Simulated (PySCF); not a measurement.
Computed shifts of a molecule C3H9BO, PySCF with PBE/pcSseg-1, GIAO, gas phase, atoms alike by connectivity averaged where their shifts nearly agree, in ppm (number of nuclei): ¹³C: 19.4 (1), 14.0 (1), 9.2 (1). ¹H: 5.58 (1), 1.33 (1), 1.26 (3), 1.02 (1), 0.70 (3). References: ¹¹B against BF3 (σ = 83.9 ppm); ¹³C against TMS (σ = 182.0 ppm); ¹H against TMS (σ = 31.49 ppm); ¹⁷O against H2O (σ = 334.3 ppm), references at their B3LYP-D3(BJ)/def2-TZVP geometries, non-relativistic. Geometry optimised at B3LYP-D3(BJ)/def2-SVP. One conformer was computed; it need not be the lowest.

Question: Pick the molecule that these values belong to.
(A) CCBOC
(B) CCCBO
(C) CCB(C)O
(D) BOC(C)C

Answer: C, CCB(C)O
